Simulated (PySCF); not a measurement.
## Unknown compound

Molecular formula: C6H6O. Simulated spectra:

¹H NMR (500 MHz, computed): δ 7.35 (m, 4H), 5.26 (m, 2H).

¹³C{¹H} NMR (computed): δ 157.4 (CH, 4C), 87.5 (CH, 2C).

PySCF 2.14.0 with density-fitted response routines calculation with PBE0-D3(BJ)/def2-SVP structure, shielding tensors at B97-2/pcSseg-2 (GIAO) and J: B3LYP/pcJ-1 (without the spin–dipole term); one conformer, non-relativistic Hamiltonian, fast rotation and ring inversion assumed for equivalent nuclei, isolated molecule.

Referencing at the same level of theory: TMS for ¹H (σ = 31.36 ppm) and ¹³C (σ = 183.46 ppm).

Deduce the structure.

## Answers


1. The formula gives 4 degrees of unsaturation (2 rings in the answer).
2. 2 carbon signals for 6 carbons: some carbons are equivalent by symmetry or fast rotation.
3. Carbon types of the structure: 6 × CH, which accounts for all hydrogens.
4. δC 157.4: alkene CH; the olefinic region.
5. δC 87.5: allylic sp3 CH bonded to O; the inductive effect lowers its shielding.
6. δH 7.35: hydrogen on an alkene CH; olefinic region.
7. δH 5.26: hydrogen on an allylic sp3 CH bonded to O; its carbon carries O, hence the downfield position.

Structure: SMILES C1=C[C@H]2C=C[C@@H]1O2.

This is the structure that produced the data.

Splittings below 1 Hz are ignored in the labels, and close J values are merged. Couplings among chemically equivalent protons are left out too, so labels in AA′BB′ or AA′XX′ sets are apparent multiplicities. Unscaled 3J(H,H) at this level run about 10 % above measured values. Shifts are as computed. Against solution values, carbons near 30 ppm lie about +4 ppm off and those near 130 ppm about +7 ppm. Of 1211 compounds with measured shifts, 218 miss one by over three times the rms of a fit or turn the order of signals round; such compounds aren't used in these exercises.
